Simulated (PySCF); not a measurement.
Numbering as in the mapped SMILES `[CH2:1]=[C:2]([CH3:3])[Si@@H:4]([SiH3:5])[SiH2:6][PH2:7]`. Each H is labelled by its parent atom. Ha(C1) is cis to C3; Ha(Si6) is pro-R; Hb(Si6) is pro-S; Hb(C1) is trans to C3.

Averaged over atoms made equivalent by symmetry, fast rotation or ring inversion, no solvent model, one computed conformer, relativity neglected. GFN2-xTB structure; shieldings: GIAO PBE0/pcSseg-1; PySCF 2.14.0 with density-fitted response routines.

Question: List the cross peaks expected in HSQC, COSY and HMBC spectra.

Answer: 

HSQC (one-bond C–H):
```csv
δH,δC
6.09 (Ha(C1)),136.1 (C1)
5.69 (Hb(C1)),136.1 (C1)
1.88 (H(C3)),29.1 (C3)
```

COSY cross peaks (H two or three bonds apart, from the bond graph; peaks can be absent where the dihedral angle is near 90°):
```csv
δH,δH
6.09 (Ha(C1)),5.69 (Hb(C1))
4.23 (H(Si4)),3.97 (Ha(Si6))
4.23 (H(Si4)),3.93 (Hb(Si6))
4.23 (H(Si4)),3.56 (H(Si5))
3.97 (Ha(Si6)),3.93 (Hb(Si6))
3.97 (Ha(Si6)),0.90 (H(P7))
3.93 (Hb(Si6)),0.90 (H(P7))
```

HMBC (two and three bonds, from the bond graph):
```csv
δH,δC
6.09 (Ha(C1)),"149.9 (C2), 29.1 (C3)"
5.69 (Hb(C1)),"149.9 (C2), 29.1 (C3)"
4.23 (H(Si4)),"149.9 (C2), 136.1 (C1), 29.1 (C3)"
3.97 (Ha(Si6)),149.9 (C2)
3.93 (Hb(Si6)),149.9 (C2)
3.56 (H(Si5)),149.9 (C2)
1.88 (H(C3)),"149.9 (C2), 136.1 (C1)"
```

References, each an isolated molecule treated in the same way: ¹H (σref 31.72), ¹³C (σref 186.93) vs TMS.

Short H···H contacts in this conformer between protons four or more bonds apart (candidates for NOE cross peaks, intensity ∝ r⁻⁶): Ha(C1)···H(C3) 2.38 Å, H(C3)···H(P7) 2.52 Å, Hb(C1)···H(Si4) 2.63 Å.

Shifts are as computed. Against solution values, carbons near 30 ppm lie about +3 ppm off and those near 130 ppm about +5 ppm. Of 1211 compounds with measured shifts, 218 miss one by over three times the rms of a fit or turn the order of signals round; such compounds aren't used in these exercises.
